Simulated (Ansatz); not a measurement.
Species: sum formula BH$_{4}$S$_{3}$, charge 1, multiplicity 1. It need not be the lowest isomer of its formula. SMILES: SB(S)[SH2+]
Coordinates optimised at B3LYP-D3(BJ)/def2-TZVP (Ansatz, a quantum-chemistry and plane-wave program):
```xyz
8

S      1.6375    -0.8566     0.0172
B      0.1504     0.0993     0.0693
S     -0.3061     1.7541     0.4948
S     -1.3747    -0.9090    -0.6255
H      2.4741     0.1162     0.4240
H      0.9284     2.1923     0.8038
H     -1.1443    -2.0975    -0.0235
H     -2.3164    -0.5231     0.2645
```
Charge +1, spin multiplicity 1.

Parts of the frozen-core correlation energy in cc-pVTZ (Ansatz, hartree). Frozen orbitals: 16; correlated occupied orbitals by spin: 12 and 12; virtual: 160 and 160. Spin-orbit coupling is left out. Non-relativistic.

```
term                             value
-------------------------  -----------
reference (HF)             -1219.46583
MP2 opposite-spin             -0.48406
MP2 same-spin                 -0.14561
CCSD correlation              -0.68586
(T)                           -0.03348
T1 diagnostic                    0.015
largest doubles amplitude        0.038
```
